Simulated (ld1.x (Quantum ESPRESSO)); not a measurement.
# Varying the TM potential for Pt (Z = 78)

Base potential:

```
Element                 : platinum (Pt)
Generator               : ld1.x (Quantum ESPRESSO) 7.5
Type                    : norm-conserving Troullier–Martins (Kleinman–Bylander form)
Functional              : PBE
Relativity              : scalar-relativistic
Frozen core             : [Kr] 4d10 4f14
Valence charge          : 18
Reference configuration : 5s2 5p6 5d9 6s0.75 6p0 (charge +0.25)
Partial waves           : 5p (bound): rc 1.75 bohr; 5d (bound): rc 1.25 bohr; 5s (bound): rc 1.15 bohr
Local potential         : the s channel
Core correction         : a·sin(br)/r model core inside 0.90 bohr
```

Occupied shells without a wave of their own: 6s. They enter only through the test configuration that unscreens the potential, and ld1.x also counts them in the model core charge.

All-electron outer shells of the reference configuration (PBE, scalar-relativistic, ld1.x):

```tsv
shell	level (eV)	outermost node (bohr)	outermost maximum (bohr)
4d	-308.76	0.20	0.42
5s	-103.76	0.49	0.87
4f	-72.00	–	0.38
5p	-57.97	0.53	0.98
5d	-8.07	0.57	1.26
6s	-7.38	1.14	2.35
6p	-2.16	1.36	3.47
```

Cutoffs, loose and tight: the cutoffs (Ry, on a coarse ladder) from which the occupation-weighted sum of valence levels, in a spherical-Bessel basis at the reference potential, stays within 10 and 1 mRy of its value at 400 Ry. They do not see the model core or the augmentation charge, which bear on the density cutoff. Test errors are all-electron minus pseudo excitation energies from the reference, over the configurations 5s2 5p6 5d9 6s1 6p0; 5s2 5p6 5d9 6s0 6p0; 5s2 5p6 5d8 6s0 6p0; 5s2 5p6 5d7 6s0 6p0; 5s2 5p6 5d9 6s0.5 6p0; 5s2 5p5 5d9 6s1 6p0; 5s1 5p6 5d9 6s1 6p0. A dash means not determined; rows that change the core or the reference have their own tests.

With those shells counted twice in exchange and correlation these files are broken, and their errors move erratically; no question is asked of them.

A true bound ghost makes a file unfit for plane-wave use even where its test errors are small: the radial tests pick states by their node count and pass the ghost by.

| change | outcome | cutoff, loose | cutoff, tight | bound ghosts | largest test error (meV) |
| --- | --- | --- | --- | --- | --- |
| base | generated, misses its reference levels by 0.29 eV | 120 Ry | 200 Ry | none | -645 |
| all radii but the core radius scaled by about 0.77 (s 0.88, p 1.36, d 0.96 bohr) | generated | 200 Ry | over 300 Ry | d | -413 |
| all radii but the core radius scaled by about 0.87 (s 1.00, p 1.52, d 1.08 bohr) | generated | 180 Ry | 260 Ry | none | -374 |
| all radii but the core radius scaled by about 1.10 (s 1.26, p 1.92, d 1.38 bohr) | generated, misses its reference levels by 0.66 eV | 100 Ry | 180 Ry | none | -1231 |
| all radii but the core radius scaled by about 1.25 (s 1.44, p 2.20, d 1.56 bohr) | generated, misses its reference levels by 1.78 eV | 80 Ry | 110 Ry | none | -2889 |
| all radii but the core radius scaled by about 1.33 (s 1.52, p 2.32, d 1.66 bohr) | generated, misses its reference levels by 2.55 eV | 70 Ry | 90 Ry | none | -4043 |

Reading the sweep of the scale of all radii but the core radius (base = 1) (base included, trends over the rows without a ghost): The loose cutoff falls from 180 Ry at 0.87 to 70 Ry at 1.33. A larger radius leaves more room for a smooth pseudo-wave, so fewer plane waves are needed; a smaller one forces it to follow the all-electron wave where it bends sharply. The median size of the test errors (rows with all tests solved) is not monotonic: lowest 79.0 meV at 1, highest 685.9 meV at 1.33. Bound ghosts are found at 0.77.
